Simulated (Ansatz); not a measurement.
Zr(OH)3 (H3O3Zr), SMILES [Zr]([OH])([OH])[OH] (connectivity only; charge and spin as stated), neutral, multiplicity 2.

Geometry optimised at PBE-D3(BJ)/def2-SVP. The spin state was assumed, not searched. The isomer is the one that the SMILES or the coordinates give; other isomers of the formula were not compared. The def2 effective core potentials stand for the cores of Zr; spin–orbit coupling is left out. The values are those of a single conformer.

Two levels are set side by side: PBE/def2-SVPD (Ansatz, a first-principles code) and CAM-B3LYP/def2-SVPD (Ansatz). Energy differences of separate SCF runs at the same geometry; the states with an electron removed or added have multiplicity 1 and 1. Differences are taken from unrounded values.

| quantity | PBE |
|---|---|
| vertical ionisation energy (eV) | 6.42 |

Q: These are the PBE values. What does CAM-B3LYP give? (Estimate from the structure and the level; the computed values follow.)

A: 
```json
[
 {"quantity": "vertical ionisation energy (eV)", "CAM-B3LYP": "6.66", "PBE minus CAM-B3LYP": "-0.25"}
]
```
